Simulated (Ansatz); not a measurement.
System: SeCl, charge 0, doublet. SeCl (SMILES Cl[Se], doublet).
B3LYP-D3(BJ)/def2-TZVP minimum from Ansatz (an electronic-structure program):
```
Se
Cl 1 2.1470
```
Charge 0, spin multiplicity 2.

Wanted: atomisation energy (electronic, to ground-state atoms), in kcal/mol. Open shells are spin-unrestricted; no spin-orbit coupling. Correlated methods leave the cores frozen (noble-gas shells, and filled d and f shells in the p block). No relativity. CBS(X,Y): correlation extrapolated as X^-3, Hartree-Fock from the larger set. A bracket is a step between two methods taken in the basis named.

CCSD(T)/CBS(def2-TZVPP,def2-QZVPP) + [CCSDT(Q) - CCSD(T)]/def2-TZVPP + [CCSDTQ - CCSDT(Q)]/def2-SVP (Ansatz) gives 63.8 kcal/mol.

Q: How far off this value is PBE/def2-TZVPD (Ansatz), in which direction, and how far these levels: r2SCAN/def2-TZVPD, PBE0/def2-TZVPD, wB97M-V/def2-TZVPD, CCSD(T)/CBS(def2-TZVPP,def2-QZVPP)?

A: PBE gives 72.2 kcal/mol, 8.4 kcal/mol above it. Differences of the others: r2SCAN/def2-TZVPD (Ansatz) 3.4; PBE0/def2-TZVPD (Ansatz) 2.1; wB97M-V/def2-TZVPD (Ansatz) 0.8; CCSD(T)/CBS(def2-TZVPP,def2-QZVPP) (Ansatz) -0.4 kcal/mol.
